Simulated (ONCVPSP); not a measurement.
**Before and after: ONCV potential for zinc (Zn)**

ONCVPSP 4.0.1 input, shortened (lines: element, Z, core and valence counts, functional; n l f; lmax; l rc ep ncon nbas qcut; lloc lpopt rc5 dvloc0; l nproj debl; icmod fcfact rcfact), LDA (Perdew-Wang 92), scalar-relativistic:

```
  Zn 30.00    3    4  -001012      upf
    1    0    2.00
    2    0    2.00
    2    1    6.00
    3    0    2.00
    3    1    6.00
    3    2   10.00
    4    0    2.00
    2
    0    1.20    0.00    5    9   11.20
    1    0.80    0.00    4    8   18.80
    2    0.90    0.00    4    8   19.70
    4    1    0.65    4.00
    0    2    0.50
    1    2    2.20
    2    2    1.80
    3    2.00    1.25
```

In the p channel the program set the typed energies aside and used -3.060, 0.250 Ha.

All-electron outer shells of the reference configuration (LDA (PZ), scalar-relativistic, ld1.x):

| shell | level (eV) | outermost node (bohr) | outermost maximum (bohr) |
| --- | --- | --- | --- |
| 2p | -1003.46 | – | 0.15 |
| 3s | -128.62 | 0.28 | 0.59 |
| 3p | -83.26 | 0.25 | 0.59 |
| 3d | -10.42 | – | 0.56 |
| 4s | -6.23 | 0.85 | 2.09 |

Change: functional BLYP; d: rc 0.8, qcut 22.2. In the p channel the program set the typed energies aside and used -3.058, 0.250 Ha.

Cutoffs: the cutoffs (Ha) at which the residual kinetic energy of the hardest occupied pseudo-wave falls to 1 and 0.1 mHa per electron; they do not see the model core or the augmentation charge, which bear on the density cutoff. Errors are all-electron minus pseudo energies relative to the spin-unpolarised reference configuration.

Question: What does the change do?

Answer: The potential gets harder (134 Ha and 154 Ha → 167 Ha and 191 Ha); the errors of the 4 common tests hardly move; neither file shows a bound ghost.

```csv
quantity,base,changed
"cutoff, loose",134 Ha,167 Ha
"cutoff, tight",154 Ha,191 Ha
loose cutoff by channel,"s 46 Ha, p 100 Ha, d 134 Ha","s 46 Ha, p 101 Ha, d 167 Ha"
bound ghosts,none,none
GHOST(+) flags under 300 eV,none,none
"error for 3s2 3p6 3d10 4s1, meV [ΔE 10.18 → 9.94 eV]",-0.4,-0.5
"error for 3s2 3p6 3d10 4s0, meV [ΔE 28.95 → 28.60 eV]",+0.4,-0.4
"error for 3s2 3p6 3d9 4s0, meV [ΔE 69.84 → 69.14 eV]",-9.0,-8.8
"error for 3s2 3p6 3d10 4s1.5, meV [ΔE 4.08 → 3.95 eV]",-0.2,-0.2
s: phases at 1.22 bohr within 0.05 rad from the reference energy up to (Ha; the scan ends near 5),to the end of the scan,to the end of the scan
p: phases at 0.81 bohr within 0.05 rad from the reference energy up to (Ha; the scan ends near 5),to the end of the scan,to the end of the scan
"rms error of d²Exc/dni dnj with the model core, mHa",1.73,1.59
```
